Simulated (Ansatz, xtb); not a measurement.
## Relative energy of two structures of FH6SSi2+

Structure X: a singlet given by its coordinates. Structure Y: `F[SiH2][SH+][SiH3]`, a singlet. Both are isolated ions in the gas phase, relaxed with B3LYP/6-31G*; the shapes shown needn't be the lowest conformers.

X (Å):

| atom | x (Å) | y (Å) | z (Å) |
| --- | --- | --- | --- |
| F | -1.9549 | 0.5934 | -0.9088 |
| S | -0.0190 | 0.8450 | -3.4208 |
| Si | -1.8339 | 1.4062 | -2.5466 |
| Si | -1.8441 | -0.9137 | 0.0407 |
| H | 0.7336 | 1.8045 | -2.8347 |
| H | -2.9702 | 0.7568 | -3.2118 |
| H | -1.9669 | 2.7905 | -2.0741 |
| H | -0.4484 | -0.8858 | 0.5013 |
| H | -2.1637 | -1.9371 | -0.9671 |
| H | -2.8726 | -0.6703 | 1.0612 |

Close contacts (Å): F1–Si3 1.83, F1–Si4 1.78, S2–Si3 2.09, S2–H5 1.35, Si3–H6 1.47, Si3–H7 1.47, Si4–H8 1.47, Si4–H9 1.47, Si4–H10 1.47.

Y (Å):

```xyz
10

F    -0.1707    0.9215   -3.0610
S    -0.4753   -1.8325   -1.6894
Si    0.8144   -0.3019   -2.7762
Si   -2.1182   -0.6166   -0.6299
H     1.2170   -1.0145   -3.9963
H     1.8246    0.0200   -1.7598
H    -1.1851   -2.3207   -2.7323
H    -1.2891    0.2750    0.1989
H    -2.8702    0.0423   -1.7104
H    -2.8411   -1.6727    0.0975
```

Task: Estimate E(Y) − E(X) at the level CCSD(T)/def2-SVP + ΔMP2/def2-TZVPP.

Result: Calculated at CCSD(T)/def2-SVP + ΔMP2/def2-TZVPP: E(Y) − E(X) = −7.3 kcal/mol, so structure Y lies lower.

Level by level:

```tsv
level	geometry	E(Y) − E(X) (kcal/mol)	departure from the last row (kcal/mol)	job, with rough time for the two
B3LYP/6-31G*	B3LYP/6-31G*	−5.8	+1.5	optimisation, 3 min
HF/def2-SVP	B3LYP/6-31G*	+0.3	+7.6	part of the CCSD(T) run
MP2/def2-SVP	B3LYP/6-31G*	−2.3	+5.1	part of the CCSD(T) run
CCSD(T)/def2-SVP	B3LYP/6-31G*	−1.8	+5.5	single point
CCSD(T)/def2-SVP + ΔMP2/def2-TZVPP	B3LYP/6-31G*	−7.3		single point, 43 s
```

HF/def2-SVP finds them nearly level. The largest departure from CCSD(T)/def2-SVP + ΔMP2/def2-TZVPP is that of HF/def2-SVP, 7.6 kcal/mol. Levels run at GFN2-xTB geometries aren't shown. The last row adds to CCSD(T) the change of the MP2 difference between the two basis sets, here −5.5 kcal/mol, a large step that makes the value less sure.

With harmonic frequencies from B3LYP/6-31G* (ideal gas, rigid rotor, one conformer each, 298.15 K, 1 atm): on the last row, ΔE + ΔZPE = −6.7 kcal/mol. A mode under 50 cm⁻¹ makes harmonic enthalpies and free energies unreliable, so none is given.

The correlated steps freeze 16 core orbitals. Run with Ansatz 0.2.0; the last row on 1 thread of Intel(R) Xeon(R) Platinum 8488C (Sapphire Rapids) on a shared host.
